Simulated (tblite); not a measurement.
Species: C7H5O2 (doublet state).
Bonds: O1–C2 (double), C2–O3, O3–C4, C4–C5 (aromatic), C5–C6 (aromatic), C6–C7 (aromatic), C7–C8 (aromatic), C8–C9 (aromatic), C4–C9 (aromatic). Hydrogens: H10 on C2; H11 on C5; H12 on C6; H13 on C8; H14 on C9.

A start from a force field or distance geometry was refined with GFN2-xTB geometry optimisation, gas phase in tblite 0.8.0. Values at the start:

```tsv
coordinate	start
O1=C2	1.232 Å
C2–O3	1.375 Å
C2–H10	1.089 Å
O3–C4	1.391 Å
C4–C5	1.391 Å
C5–C6	1.387 Å
C5–H11	1.093 Å
C6–C7	1.393 Å
C6–H12	1.084 Å
O1–C2–O3	128.2°
C2–O3–C4	114.5°
O3–C4–C5	119.6°
O3–C4–C9	119.7°
C4–C5–C6	120.2°
C5–C4–C9	120.6°
C5–C6–C7	119.6°
C6–C7–C8	120.7°
O1–C2–O3–C4	2°
C2–O3–C4–C5	109°
```

Question: How do these coordinates change at the GFN2-xTB level?

Answer: 
```
 coordinate  GFN2-xTB (Å or °)  change
      C2–O3              1.321  -0.054
      O1=C2              1.195  -0.037
      C6–C7              1.365  -0.028
     C2–H10              1.105  +0.016
     C5–H11              1.079  -0.014
     C6–H12              1.079  -0.005
      O3–C4              1.396  +0.005
      C4–C5              1.393  +0.002
      C5–C6              1.389  +0.002
   C2–O3–C4              124.8   +10.3
   O3–C4–C5              113.9    -5.7
   O3–C4–C9              124.8    +5.1
   C6–C7–C8              125.1    +4.4
   C5–C6–C7              117.2    -2.4
   O1–C2–O3              129.3    +1.1
   C5–C4–C9              121.2    +0.6
   C4–C5–C6              119.7    -0.5
C2–O3–C4–C5                176     +67
O1–C2–O3–C4                  0      -2
```

The energy falls by 6.2 kcal/mol over 106 L-BFGS steps, the largest force on an atom goes from 3.28 to 0.010 eV/Å, and the atoms move by 0.543 Å rms after alignment. The bond that changes most is C2–O3 (ends: carbon bonded to 2 O and H; oxygen bonded to 2 C), which shortens by 0.054 Å. Bonds longer at the end by more than 0.005 Å: 2 of 14; shorter: 9. Among the dihedrals that turn most is C2–O3–C4–C9, from -75° to -4°. Rotational constants go from 3737, 1225, 1078 to 4325, 1216, 949.5 MHz.

On an Arm Neoverse V1 with one thread, shared host, this took 0.63 s of wall time.

Its GFN2-xTB frequencies are all real (lowest 18 cm⁻¹). 2 starts were optimised and ended at 0.00 and 0.03 kcal/mol (GFN2-xTB); the lowest of these is shown.

One conformer stands for the species.

These are computed values.
